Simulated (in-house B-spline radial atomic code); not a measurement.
A run on Er that did not converge. Method: scalar-relativistic (X2C) PBE, spin-polarised, spherical fractional occupations, Fermi nucleus of rms radius 5.2516 fm; computed with an all-electron radial atomic-structure program (B-spline basis).

Command:
```bash
python run_scf.py task.json out
```
Settings (nuclear radius in fm, mass in u):
```
Z                68
configuration    [Xe] 4f13 6s1
hamiltonian      x2c
method           pbe,pbe
spin_polarised   True
nucleus          fermi
rms_radius       5.2516
atomic_mass      165.9303
speed_of_light   137.035999084
```

First and last ten iterations of the last attempt (damped for 15 steps, keeping 80 % of the old Fock matrix, then DIIS):
```
 iter        energy (Eh)    residual
    1      -13084.498169    4.94e-01
    2      -12992.441526    9.00e-01
    3      -13077.610058    5.11e-01
    4      -13084.052004    2.01e-01
    5      -13085.686756    5.32e-02
    6      -13085.867633    3.36e-02
    7      -13085.894829    2.43e-02
    8      -13085.911270    1.83e-02
    9      -13085.921697    1.38e-02
   10      -13085.928575    1.01e-02
  111      -13000.437878    8.05e-01
  112      -13000.425237    8.05e-01
  113      -13000.422216    8.05e-01
  114      -13000.393057    8.05e-01
  115      -13000.405795    8.05e-01
  116      -13000.623805    8.04e-01
  117      -13000.515622    8.05e-01
  118      -13000.502708    8.04e-01
  119      -13085.561243    7.47e-02
  120      -13085.433439    8.82e-02
 not converged after 120 iterations
```

The smallest residual met was 8.4e-03; the threshold is about 7e-07. No energy from this run should be used. Time taken, with all properties: 2.4 s on 1 thread of Intel(R) Xeon(R) 6975P-C, with other jobs on the host.
